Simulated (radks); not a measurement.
Results of a calculation; reference values are marked as such.
How relativity changes the ionisation of neutral ruthenium ([Kr] 4d7 5s1) to Ru+ ([Kr] 4d7). Spin-unpolarised spherical Kohn-Sham, PBE, point nucleus unless stated (finite: rms radius 4.4809 fm), a radial shooting solver on a logarithmic mesh with Libxc functionals. A level marked "c x" has the speed of light scaled by that factor and shares open shells by 2j + 1; other Dirac levels either fill j = l - 1/2 first or share by 2j + 1.

\begin{tabular}{lrrrrr}
level & E(Ru) (hartree) & E(Ru+) (hartree) & IE (eV) & HOMO & <r> HOMO (bohr) \\ \hline
non-rel. & -4443.16748 & -4442.91618 & 6.838 & 5s & 3.539 \\
scalar-rel. & -4530.75264 & -4530.48464 & 7.292 & 5s & 3.389 \\
scalar-rel., finite nucleus & -4530.67763 & -4530.40965 & 7.292 & 5s & 3.389 \\
Dirac, 2j+1 shares & -4531.53998 & -4531.27193 & 7.294 & 5s1/2 & 3.390 \\
Dirac, low j first & -4531.55414 & -4531.28656 & 7.281 & 5s1/2 & 3.393 \\
Dirac, 2j+1 shares, finite nucleus & -4531.46481 & -4531.19678 & 7.294 & 5s1/2 & 3.390 \\
Dirac, c x 1.5 & -4481.32720 & -4481.06883 & 7.031 & 5s1/2 & 3.473 \\
Dirac, c x 5 & -4446.53324 & -4446.28132 & 6.855 & 5s1/2 & 3.533 \\
Dirac, c x 100 & -4443.17588 & -4442.92458 & 6.838 & 5s1/2 & 3.539 \\
\end{tabular}

NIST Atomic Spectra Database: 7.361 eV (measured). The relativistic part of the total energy of Ru is -88.3 hartree (Dirac, 2j+1 shares, finite nucleus), 2 % of the non-relativistic value. Spin polarisation and multiplet splitting of open shells are left out at every level.

Beside tabulated values, note that relativity, absent from the non-relativistic runs, is large for the heavy elements, and spin-unpolarised runs miss the spin-polarisation part of the exchange energy of open shells.
